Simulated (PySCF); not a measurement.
# How the method changes the shape and vibrations of BGeH2O2 cation

All numbers below are calculated, not measured. The program is PySCF 2.14.0, an open-source quantum chemistry code, run on an isolated molecule that a program drew, which may never have been made. The molecule is BGeH2O2 cation (charge +1, singlet), drawn as the SMILES string `O=[B][GeH+][OH]`.

The geometry was optimised and harmonic frequencies were computed with HF and MP2, all in the cc-pVDZ basis, for the commonest isotopes, with a restricted reference for singlets and an unrestricted one otherwise, and a frozen core in MP2. Germanium has the cc-pVDZ-PP basis, with a core potential (ECP10MDF) in place of its 10 inner electrons, and its 3s, 3p and 3d shells are frozen in MP2. Each result is a local minimum of its method.

Geometry at the HF minimum:
```xyz
6
BGeH2O2 cation, angstrom
O    -2.4454    1.7245    3.8165
B    -1.9047    1.4856    2.8054
Ge   -0.8974    1.1148    1.0748
O    -1.8081    0.1758    0.0024
H     0.4876    1.5699    0.6921
H    -1.4880   -0.0915   -0.8569
```

Lengths of the bonds as drawn, in Å (atoms numbered as above):
```
bond,HF,MP2
O1-B2,1.171,1.216
B2-Ge3,2.036,2.020
Ge3-O4,1.691,1.729
Ge3-H5,1.507,1.518
O4-H6,0.955,0.979
```

Rotational constants, in GHz:
| constant | HF | MP2 |
|---|---|---|
| A | 15.86 | 15.17 |
| B | 2.587 | 2.558 |
| C | 2.224 | 2.189 |

Harmonic frequencies in cm^-1, each column in rising order, so a row needn't be the same motion in every method:
| rank | HF | MP2 |
|---|---|---|
| 1 | 136 | 125 |
| 2 | 249 | 226 |
| 3 | 359 | 328 |
| 4 | 462 | 452 |
| 5 | 516 | 502 |
| 6 | 585 | 584 |
| 7 | 764 | 724 |
| 8 | 866 | 825 |
| 9 | 927 | 913 |
| 10 | 2236 | ? |
| 11 | 2361 | 2280 |
| 12 | 4047 | 3728 |

**Estimate the missing MP2 frequency from the HF column.**

A single factor s that minimises the squared misfit of MP2 against s times HF over the other rows is sum(HF x MP2) / sum(HF^2) = 0.9368, with an rms misfit of 34 cm^-1. For rank 10 it gives 0.9368 x 2236 = 2095 cm^-1. The calculation gives 1923 cm^-1, 172 cm^-1 below the estimate. The drawn bonds are on average 1.7 % longer in MP2 than in HF.
